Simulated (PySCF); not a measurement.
## Electron correlation in O (oxygen, neutral)

[He] 2s1 2p5, 2s spin antiparallel (an excited configuration). All numbers are calculated (PySCF 2.14, the spin-free X2C one-electron Hamiltonian (Gaussian nucleus), in aug-cc-pCVTZ-DK with one added diffuse shell each of s, p, d, f type (8s7p5d3f, 75 functions)). Frozen: nothing; 8 electrons correlated.

MP2 pair energies summed by pair of shells (mhartree):

| pair | energy | share (%) |
| --- | --- | --- |
| 2p-2p | -158.75 | 57.1 |
| 2s-2p | -64.66 | 23.2 |
| 1s-1s | -36.24 | 13.0 |
| 1s-2p | -15.84 | 5.7 |
| 1s-2s | -2.71 | 1.0 |

Total MP2 correlation energy: -278.20 mhartree.

Same-spin part -50.73 and opposite-spin part -227.47 mhartree; SCS-MP2 scales them by 1/3 and 6/5 to -289.87 mhartree.
